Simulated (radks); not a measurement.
Nd17+, 43 electrons, occupied as [Kr] 4d7. Calculated with a radial shooting solver on a logarithmic mesh with Libxc functionals: scalar-relativistic Kohn-Sham, B86b exchange with PBE correlation, spin-polarised, spherical densities, finite nucleus; open shells are filled with parallel spins first (spin-orbit coupling, left out, can overturn this in heavy ions); Fermi nuclear charge, rms radius 4.9123 fm. Some entries of the table are withheld. Estimate them.

orbital  occ.  eigenvalue (hartree)  <1/r> (bohr^-1)
1s up       1             -1609.816            66.04
1s down     1             -1609.816            66.04
2s up       1             -272.8110            15.26
2s down     1             -272.7438            15.26
2p up       3             -245.4589            14.39
2p down     3             -245.4063            14.39
3s up       1             -70.55286            5.577
3s down     1             -70.52195            5.578
3p up       3             -61.92673            5.272
3p down     3             -61.89154            5.273
3d up       5             -50.00538            5.004
3d down     5             -49.94960            5.004
4s up       1             -24.74952            2.431
4s down     1             -24.56680            2.431
4p up       3             -21.78761            2.273
4p down     3             -21.60683            2.272
4d up       5             -17.56349            2.068
4d down     2             -17.38675            2.065
4f up       0             -12.91756            1.783
4f down     0             -12.76243            1.782
5s up       0             -11.98241            1.247
5s down     0             -11.90362            1.242
5p up       0             -10.84045              (1)
5p down     0             -10.76870              (2)
5d up       0                   (3)              (4)
5d down     0                   (5)              (6)

Answer. 
(1) 5p up <1/r> (bohr^-1): 1.171
(2) 5p down <1/r> (bohr^-1): 1.165
(3) 5d up eigenvalue (hartree): -9.18850
(4) 5d up <1/r> (bohr^-1): 1.068
(5) 5d down eigenvalue (hartree): -9.12531
(6) 5d down <1/r> (bohr^-1): 1.063
